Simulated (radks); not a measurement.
Excited configurations of Os75+: one electron is placed in a higher orbital outside the bare nucleus. The ground configuration is 1s1. Method: Dirac Kohn-Sham, LDA (Slater exchange, Perdew-Wang correlation), spin-unpolarised, spherical densities, finite nucleus; open shells fill j = l - 1/2 first; Fermi nuclear charge, rms radius 5.4126 fm; computed with a radial shooting solver on a logarithmic mesh with Libxc functionals. Excitation = E - E(ground); binding = E(ion) - E, where the ion is the core of charge +76; n* = 76/sqrt(2 binding) in atomic units. These energies are relativistic, and a one-electron ion of charge +76 with no core already has n* below n in this formula (Dirac formula, point nucleus: 3p1/2 2.872, 4s1/2 3.862, 4p1/2 3.862, 5s1/2 4.856, 5p1/2 4.856, 5d3/2 4.945, 6d3/2 5.941, 7s1/2 6.849).

outer orbital,excitation (eV),binding (eV),n*,eigenvalue (eV)
3p1/2,76018,9505.5,2.875,-9443.4
4s1/2,80263,5260.4,3.865,-5229.7
4p1/2,80263,5260.5,3.865,-5228.2
5s1/2,82195,3328.4,4.859,-3309.1
5p1/2,82195,3328.5,4.859,-3308.7
5d3/2,82315,3209.2,4.949,-3188.9
6d3/2,83300,2224.0,5.944,-2210.5
7s1/2,83850,1673.9,6.852,-1664.4

The Delta-SCF ionisation energy is 85524 eV (NIST Atomic Spectra Database: 85614.4 eV, theoretical). Self-interaction in the functional shifts the binding energies and quantum defects, so they are the method's values and not measured ones. Spin polarisation and multiplet splitting are left out, so open shells lie too high by an amount that depends on their filling.

Beside tabulated values, note that spin-unpolarised runs miss the spin-polarisation part of the exchange energy of open shells.
